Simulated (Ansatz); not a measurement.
Spectroscopic constants of LaPb, multiplicity 6 (lowest of 2S+1 = 2, 4, 6 at CCSD(T)/def2-TZVPP on PBE0 minima; our sources give no spin for the ground state, which may be another). No spin–orbit coupling.

The constants come from a fifth-degree fit in 1/R (seven points, main isotopes). In def2 and cc sets the state is the lowest found near the PBE0 minimum, followed along R.

Codes used: Ansatz (a first-principles code).  In def2 rows elements past Kr take small-core potentials, without spin–orbit coupling.

Energies at PBE0/def2-TZVPP:

| R (Å) | E (hartree) |
|---|---|
| 2.908553 | -224.37187595 |
| 2.986740 | -224.37496259 |
| 3.058672 | -224.37642262 |
| 3.139987 | -224.37682560 |
| 3.221301 | -224.37620094 |
| 3.315125 | -224.37452164 |
| 3.424587 | -224.37163315 |

Task: With a reduced mass of 83.2825 u, find the minimum, the force constant and the constants.

Result: A fifth-degree polynomial in 1/R puts the minimum at r_e = 3.1278 Å with force constant 70.2 N/m. Then ω_e = (1/2πc)√(k/μ) = 120 cm⁻¹ and B_e = h/(8π²cμr_e²) = 0.02069 cm⁻¹; the cubic and quartic terms give α_e = 5.2e-5 and ω_e x_e = 0.22 cm⁻¹.
